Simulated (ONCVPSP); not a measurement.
## What one change does to a pseudopotential (bismuth, ONCV)

Bi, optimised norm-conserving Vanderbilt (ONCV), made with ONCVPSP 4.0.1 (PBEsol, scalar-relativistic). Core [Kr] 4d10 4f14, reference 5s2 5p6 5d10 6s2 6p3. Waves: 5s+6s: rc 1.25 bohr, ncon 3, nbas 7, qcut 9.5 1/bohr, 2 projectors; 5p+6p: rc 1.70 bohr, ncon 4, nbas 8, qcut 8.8 1/bohr, 2 projectors; 5d: rc 1.35 bohr, ncon 5, nbas 8, qcut 8.3 1/bohr, 2 projectors, debl 3.8 Ha. Local part: polynomial inside 1.05 bohr (lpopt 5, dvloc0 0 Ha). Core correction: none.

Change: fully relativistic.

Cutoffs: the cutoffs (Ha) at which the residual kinetic energy of the hardest occupied pseudo-wave falls to 1 and 0.1 mHa per electron; they do not see the model core or the augmentation charge, which bear on the density cutoff. Errors are all-electron minus pseudo energies relative to the spin-unpolarised reference configuration.

**Question.** What does the change do?

**Answer.** The potential gets neither clearly harder nor softer (35 Ha and 92 Ha → 35 Ha and 94 Ha); the s channel sets the loose cutoff, while the largest relative change is in p, which becomes harder; of the 4 tests that both files solve, the error grows in 0 and shrinks in 4 by more than 15 % and 0.3 meV (median size 7.4 → 0.1 meV); neither file shows a bound ghost.

| quantity | base | changed |
| --- | --- | --- |
| cutoff, loose | 35 Ha | 35 Ha |
| cutoff, tight | 92 Ha | 94 Ha |
| loose cutoff by channel | s 35 Ha, p 20 Ha, d 26 Ha | s 35 Ha, p 24 Ha, d 27 Ha |
| bound ghosts | none | none |
| GHOST(+) flags under 300 eV | s at 193.3 eV | s at 192.8 eV |
| error for 5s2 5p6 5d10 6s2 6p2, meV [ΔE 7.95 → 8.10 eV] | -3.5 | +0.2 |
| error for 5s2 5p6 5d10 6s2 6p1, meV [ΔE 23.24 → 23.57 eV] | -11 | -0.1 |
| error for 5s2 5p6 5d10 6s2 6p0, meV [ΔE 46.60 → 47.14 eV] | -25 | -1.8 |
| error for 5s2 5p6 5d10 6s2 6p2.5, meV [ΔE 3.11 → 3.18 eV] | -1.3 | +0.1 |
| s: phases at 1.27 bohr within 0.05 rad from the reference energy up to (Ha; the scan ends near 5) | to the end of the scan | to the end of the scan |
